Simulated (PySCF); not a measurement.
## Calculated data, BH₅NOSi

All values are calculated (PySCF 2.14.0). Calculation on a computer-drawn molecule: the log of a Hartree-Fock and frozen-core CCSD(T) single point meant for a local Hartree-Fock minimum, with one planted fault or none, to be diagnosed. Offsets are logged minus clean, where the clean run is the same molecule without the fault. The reference is restricted for singlets and unrestricted otherwise, and also for a bond in bohr or an excited solution. Adding or removing an electron swaps singlet and doublet. The excited solution moves the top pair (singlet) or top alpha electron (doublet) to the lowest empty orbital. Highest occupied and lowest empty are orbital energies over both spins, largest force is the largest gradient component, triples share is (T) over the correlation energy, the T1 limit is 0.02 restricted and 0.045 unrestricted, electrons count all cores, a negative frequency is imaginary (commonest isotopes), and the dipole is about the centre of nuclear charge.

Entry: BH₅NOSi

Logged structure:
```xyz
9
BH5NOSi
O      1.1194     3.4720    -1.6334
B      0.8054     2.4254    -0.9974
N      0.4323     1.3106    -0.3955
Si    -1.2603     0.8628     0.1870
H      1.4396     4.2813    -1.2416
H      1.1566     0.6174    -0.2573
H     -1.1297     0.6359     1.6282
H     -2.0425     2.0567    -0.1569
H     -1.6347    -0.3340    -0.5692
```

- meant charge: 1
- meant multiplicity: 1
- meant basis: cc-pV(D+d)Z
- logged electrons: 38
- logged basis functions: 90
- logged SCF converged: yes
- logged spin squared: 0
- logged highest occupied: -17.364 eV
- logged lowest empty: -1.7482 eV
- logged largest force: 1.108e-05 hartree/bohr
- logged lowest frequency: 112.09 cm⁻¹
- logged T1 diagnostic: 0.014087
- logged D1 diagnostic: 0.040353
- logged triples share: 0.02614
- logged CC converged: yes
- logged dipole magnitude: 3.4368 debye
- logged SCF stable within its kind: yes
- logged energy HF: -445.70491 hartree
- logged energy CCSD(T): -446.26933 hartree
- possible faults: no fault, one electron removed, one electron added, multiplicity raised by two, geometry at a saddle point, SCF held on an excited solution, minimal basis STO-3G, one bond length entered in bohr, all coordinates scaled
- planted fault: no fault
- HF energy offset from clean run: 0 kcal/mol
- CCSD(T) energy offset from clean run: 0 kcal/mol

Drawn bonds:
```
atom  other atom  order
   1           2      1
   2           3      1
   3           4      1
   1           5      1
   3           6      1
   4           7      1
   4           8      1
   4           9      1
```
